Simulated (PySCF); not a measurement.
Job for PySCF: R-B3LYP/LANL2DZ on H3NPb (SMILES [NH2][PbH]), a point of a torsion scan.

```python
from pyscf import gto, scf, dft, mp
from pyscf.data.elements import chemcore

mol = gto.M(
    atom='''
    N    -0.84570298   -0.16775052   -0.17315396
    Pb    1.23416082   -0.75402041   -0.30186255
    H    -1.57031720   -0.49150984    0.44384610
    H    -0.99459346    0.83147809   -0.24087716
    H     0.91020491   -2.53773742   -0.64038191
    ''',
    basis='lanl2dz',
    ecp={'Pb': 'lanl2dz'},
    charge=0, spin=0, verbose=3, max_memory=1800)
mf = dft.RKS(mol, xc='b3lyp')
mf.conv_tol = 1e-8
mf.max_cycle = 100
mf.kernel()
if not mf.converged:
    mf = mf.newton().run(mf.mo_coeff, mf.mo_occ)
```

The log:

```
converged SCF energy = -60.0050231588506
```

The run converged.

Cost: roughly 2.9 core-seconds.
